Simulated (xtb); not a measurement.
xtb job for C₃H₆F₂Si, SMILES F/C(C)=C\[SiH2]F, GFN2-xTB. 

```
$ xtb mol.xyz --gfn 2 --sp --chrg 0 --uhf 0 --json
$ cat mol.xyz
12

C      2.55857430    -1.07513999     0.03454492
C      1.28707802    -0.34331403    -0.21592642
F      1.39183255     0.51345976    -1.26700997
C      0.13397062    -0.42668397     0.42988175
Si    -1.39166246     0.57208338    -0.01161590
F     -2.49865884     0.12293647     1.07361189
H      3.36160736    -0.36375141     0.22712519
H      2.83270487    -1.65124073    -0.84923822
H      2.45409972    -1.74248323     0.88363987
H      0.08601599    -1.11642763     1.25890696
H     -1.21327061     2.00124236     0.19467200
H     -1.95418409     0.20675521    -1.30290198
```

Program output:

```
[banner left out]
          |                Calculation Setup                |
           -------------------------------------------------



           -------------------------------------------------
          |                 G F N 2 - x T B                 |
           -------------------------------------------------

        Reference                      10.1021/acs.jctc.8b01176
      * Hamiltonian:
        H0-scaling (s, p, d)           1.850000    2.230000    2.230000
        zeta-weighting                 0.500000
      * Dispersion:
        s8                             2.700000
        a1                             0.520000
        a2                             5.000000
        s9                             5.000000
      * Repulsion:
        kExp                           1.500000    1.000000
        rExp                           1.000000
      * Coulomb:
        alpha                          2.000000
        third order                    shell-resolved
        anisotropic                    true
        a3                             3.000000
        a5                             4.000000
        cn-shift                       1.200000
        cn-exp                         4.000000
        max-rad                        5.000000


          ...................................................
          :                      SETUP                      :
          :.................................................:
          :  # basis functions                  36          :
          :  # atomic orbitals                  35          :
          :  # shells                           19          :
          :  # electrons                        36          :
          :  max. iterations                   250          :
          :  Hamiltonian                  GFN2-xTB          :
          :  restarted?                      false          :
          :  GBSA solvation                  false          :
          :  PC potential                    false          :
          :  electronic temp.          300.0000000     K    :
          :  accuracy                    1.0000000          :
          :  -> integral cutoff          0.2500000E+02      :
          :  -> integral neglect         0.1000000E-07      :
          :  -> SCF convergence          0.1000000E-05 Eh   :
          :  -> wf. convergence          0.1000000E-03 e    :
          :  Broyden damping             0.4000000          :
          :  net charge                          0          :
          :  unpaired electrons                  0          :
          ...................................................

 iter      E             dE          RMSdq      gap      omega  full diag
   1    -20.8146560 -0.208147E+02  0.568E+00    5.01       0.0  T
   2    -20.8787136 -0.640576E-01  0.316E+00    4.42       1.0  T
   3    -20.8864008 -0.768714E-02  0.239E+00    4.71       1.0  T
   4    -20.9117886 -0.253878E-01  0.108E+00    4.52       1.0  T
   5    -20.9120304 -0.241815E-03  0.608E-01    4.53       1.0  T
   6    -20.9121436 -0.113225E-03  0.177E-01    4.53       1.0  T
   7    -20.9122321 -0.884811E-04  0.859E-02    4.52       1.0  T
   8    -20.9122374 -0.528813E-05  0.154E-02    4.52       1.9  T
   9    -20.9122377 -0.338491E-06  0.583E-03    4.52       5.0  T
  10    -20.9122378 -0.495867E-07  0.316E-03    4.52       9.1  T
  11    -20.9122378 -0.138208E-08  0.122E-03    4.52      23.8  T
  12    -20.9122378 -0.499256E-08  0.156E-04    4.52     184.5  T
  13    -20.9122378 -0.144524E-10  0.653E-05    4.52     442.1  T

   *** convergence criteria satisfied after 13 iterations ***

         #    Occupation            Energy/Eh            Energy/eV
      -------------------------------------------------------------
         1        2.0000           -0.8417035             -22.9039
       ...           ...                  ...                  ...
        12        2.0000           -0.4952474             -13.4764
        13        2.0000           -0.4921267             -13.3914
        14        2.0000           -0.4870170             -13.2524
        15        2.0000           -0.4674737             -12.7206
        16        2.0000           -0.4380162             -11.9190
        17        2.0000           -0.4197002             -11.4206
        18        2.0000           -0.4092012             -11.1349 (HOMO)
        19                         -0.2431790              -6.6172 (LUMO)
        20                         -0.1836676              -4.9978
        21                         -0.1697860              -4.6201
        22                         -0.1106332              -3.0105
        23                         -0.0297359              -0.8092
       ...                                ...                  ...
        35                          0.8824354              24.0123
      -------------------------------------------------------------
                  HL-Gap            0.1660222 Eh            4.5177 eV
             Fermi-level           -0.3261901 Eh           -8.8761 eV

 SCC (total)                   0 d,  0 h,  0 min,  0.009 sec
 SCC setup                      ...        0 min,  0.000 sec (  1.404%)
 Dispersion                     ...        0 min,  0.000 sec (  0.589%)
 classical contributions        ...        0 min,  0.000 sec (  0.238%)
 integral evaluation            ...        0 min,  0.001 sec ( 13.787%)
 iterations                     ...        0 min,  0.005 sec ( 55.369%)
 molecular gradient             ...        0 min,  0.003 sec ( 27.543%)
 printout                       ...        0 min,  0.000 sec (  0.946%)

         :::::::::::::::::::::::::::::::::::::::::::::::::::::
         ::                     SUMMARY                     ::
         :::::::::::::::::::::::::::::::::::::::::::::::::::::
         :: total energy             -20.719852244390 Eh    ::
         :: gradient norm              0.000082824846 Eh/a0 ::
         :: HOMO-LUMO gap              4.517694605860 eV    ::
         ::.................................................::
         :: SCC energy               -20.912234708817 Eh    ::
         :: -> isotropic ES            0.039794507967 Eh    ::
         :: -> anisotropic ES          0.001241044486 Eh    ::
         :: -> anisotropic XC          0.001419798045 Eh    ::
         :: -> dispersion             -0.006592818848 Eh    ::
         :: repulsion energy           0.192382464426 Eh    ::
         :: add. restraining           0.000000000000 Eh    ::
         :: total charge               0.000000000000 e     ::
         :::::::::::::::::::::::::::::::::::::::::::::::::::::

           -------------------------------------------------
          |                Property Printout                |
           -------------------------------------------------

    * Orbital Energies and Occupations

         #    Occupation            Energy/Eh            Energy/eV
      -------------------------------------------------------------
         1        2.0000           -0.8417035             -22.9039
       ...           ...                  ...                  ...
         6        2.0000           -0.5721000             -15.5676
         7        2.0000           -0.5348754             -14.5547
         8        2.0000           -0.5348194             -14.5532
         9        2.0000           -0.5133755             -13.9697
        10        2.0000           -0.5039732             -13.7138
        11        2.0000           -0.5016001             -13.6492
        12        2.0000           -0.4952474             -13.4764
        13        2.0000           -0.4921267             -13.3914
        14        2.0000           -0.4870170             -13.2524
        15        2.0000           -0.4674737             -12.7206
        16        2.0000           -0.4380162             -11.9190
        17        2.0000           -0.4197002             -11.4206
        18        2.0000           -0.4092012             -11.1349 (HOMO)
        19                         -0.2431790              -6.6172 (LUMO)
        20                         -0.1836676              -4.9978
        21                         -0.1697860              -4.6201
        22                         -0.1106332              -3.0105
        23                         -0.0297359              -0.8092
        24                         -0.0180834              -0.4921
        25                          0.0419211               1.1407
        26                          0.1266962               3.4476
        27                          0.1583250               4.3082
        28                          0.2025265               5.5110
        29                          0.2028605               5.5201
       ...                                ...                  ...
        35                          0.8824354              24.0123
      -------------------------------------------------------------
                  HL-Gap            0.1660222 Eh            4.5177 eV
             Fermi-level           -0.3261901 Eh           -8.8761 eV

     #   Z          covCN         q      C6AA      α(0)
     1   6 C        3.755    -0.119    22.842     6.815
     2   6 C        2.762     0.161    24.500     8.106
     3   9 F        0.788    -0.240    11.662     4.034
     4   6 C        2.790    -0.175    32.559     9.347
     5  14 Si       3.444     0.546   102.234    19.726
     6   9 F        0.705    -0.288    12.195     4.123
     7   1 H        0.925     0.069     2.091     2.261
     8   1 H        0.925     0.069     2.092     2.262
     9   1 H        0.925     0.056     2.243     2.342
    10   1 H        0.926     0.053     2.277     2.360
    11   1 H        0.920    -0.067     4.522     3.326
    12   1 H        0.920    -0.067     4.529     3.328

 Mol. C6AA /au·bohr⁶  :       1770.882500
 Mol. C8AA /au·bohr⁸  :      52605.935393
 Mol. α(0) /au        :         68.029181


Wiberg/Mayer (AO) data.
largest (>0.10) Wiberg bond orders for each atom

 ---------------------------------------------------------------------------
     #   Z sym  total        # sym  WBO       # sym  WBO       # sym  WBO
 ---------------------------------------------------------------------------
     1   6 C    3.993 --     2 C    1.029     9 H    0.984     7 H    0.964
                             8 H    0.963
     2   6 C    3.879 --     4 C    1.865     1 C    1.029     3 F    0.946
     3   9 F    1.084 --     2 C    0.946
     4   6 C    3.967 --     2 C    1.865    10 H    0.969     5 Si   0.904
     5  14 Si   3.812 --     6 F    1.073     4 C    0.904    11 H    0.888
                            12 H    0.888
     6   9 F    1.166 --     5 Si   1.073
     7   1 H    0.995 --     1 C    0.964
     8   1 H    0.995 --     1 C    0.963
     9   1 H    0.997 --     1 C    0.984
    10   1 H    0.997 --     4 C    0.969
    11   1 H    0.995 --     5 Si   0.888
    12   1 H    0.995 --     5 Si   0.888
 ---------------------------------------------------------------------------

Topologies differ in total number of bonds
Writing topology from bond orders to xtbtopo.mol

molecular dipole:
                 x           y           z       tot (Debye)
 q only:        0.542      -0.270       0.043
   full:        0.793      -0.389       0.061       2.251
molecular quadrupole (traceless):
                xx          xy          yy          xz          yz          zz
 q only:       -0.422      -3.848       2.363       5.352       0.456      -1.940
  q+dip:       -0.843      -3.934       2.941       6.235       1.189      -2.098
   full:       -0.726      -4.028       2.841       6.140       1.023      -2.115


           -------------------------------------------------
          | TOTAL ENERGY              -20.719852244390 Eh   |
          | GRADIENT NORM               0.000082824846 Eh/α |
Note: The following floating-point exceptions are signalling: IEEE_UNDERFLOW_FLAG IEEE_DENORMAL
normal termination of xtb
          | HOMO-LUMO GAP               4.517694605860 eV   |
           -------------------------------------------------

------------------------------------------------------------------------
------------------------------------------------------------------------
 total:
 SCF:
```

The run converged.
